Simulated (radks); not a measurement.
Pd I, 46 electrons, occupied as [Kr] 4d10 (the NIST ground configuration). Calculated with a radial shooting solver on a logarithmic mesh with Libxc functionals: scalar-relativistic Kohn-Sham, PBE, spin-unpolarised, spherical densities, finite nucleus; Fermi nuclear charge, rms radius 4.5318 fm. Some entries of the table are withheld. Estimate them.

orbital,occ.,eigenvalue (eV),<r^2> (bohr^2)
1s,2,-24165.26,0.001371
2s,2,-3528.143,(1)
2p,6,-3163.214,0.01777
3s,2,(2),0.1646
3p,6,(3),0.1666
3d,10,(4),0.1526
4s,2,(5),1.017
4p,6,-51.1991,(6)
4d,10,-4.0477,3.256

Answer. 
(1) 2s <r^2> (bohr^2): 0.02256
(2) 3s eigenvalue (eV): -636.0380
(3) 3p eigenvalue (eV): -516.0678
(4) 3d eigenvalue (eV): -325.5055
(5) 4s eigenvalue (eV): -85.3274
(6) 4p <r^2> (bohr^2): 1.253
